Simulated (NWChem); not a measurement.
Species: CH₄AlBr; SMILES [AlH]([Br])[CH3]

```xyz
7

Al    -0.6232     1.0706    -0.0020
H     -2.1931     1.2719     0.0150
Br     0.0890    -1.1028    -0.0003
C      0.7070     2.5037    -0.0018
H      1.5647     2.2696    -0.6426
H      1.1012     2.6622     1.0113
H      0.2740     3.4542    -0.3359
```
Atoms are numbered in this order, from 1.

Program: NWChem. Pople sets run with spherical d functions. All runs use the structure optimised with B3LYP/6-31G* (spherical d).

For level B3LYP/6-31G*:

| Quantity | Value |
|---|---|
| highest occupied level (eV) | -7.65 |
| orbital gap (eV) | 6.16 |
| dipole (D) | 2.22 |

Q: What are these values for level LC-BLYP (range parameter 0.33 per bohr)/6-31G*?

A: 
- highest occupied level (eV): -10.11
- orbital gap (eV): 10.54
- dipole (D): 2.34
